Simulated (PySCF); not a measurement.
H₆ClFO₂Si₃, SMILES F[SiH2]O[SiH2]O[SiH2]Cl (PBE0/def2-SVP optimised geometry):

```
13

Si     1.841     1.521    -1.294
F      3.327     1.655    -0.666
O      0.833     0.922    -0.145
Si     0.248    -0.367     0.710
O     -1.157    -0.880     0.000
Si    -2.803    -0.880     0.000
Cl    -3.498    -1.807     1.709
H      1.380     2.878    -1.669
H      1.934     0.591    -2.448
H      1.219    -1.490     0.658
H     -0.024     0.088     2.096
H     -3.271    -1.655    -1.174
H     -3.327     0.511     0.000
```

Calculation: PBE0/def2-TZVP in PySCF.

Problem. What are the frontier orbital energies and the dipole moment?

Solution. HOMO-2 -9.44 eV, HOMO-1 -9.14 eV, HOMO -8.83 eV, LUMO 0.02 eV, LUMO+1 0.25 eV; dipole moment 1.42 D.

On the same geometry PBE/def2-TZVP run with PySCF 2.14.0 gives HOMO-2 -7.99 eV, HOMO-1 -7.72 eV, HOMO -7.43 eV, LUMO -0.86 eV, LUMO+1 -0.65 eV; dipole moment 1.29 D.

Meta-Löwdin charges at PBE0/def2-TZVP: Si1 1.16, F2 -0.51, O3 -0.83, Si4 1.09, O5 -0.83, Si6 0.92, Cl7 -0.30, H8 -0.12, H9 -0.13, H10 -0.12, H11 -0.12, H12 -0.10, H13 -0.11.
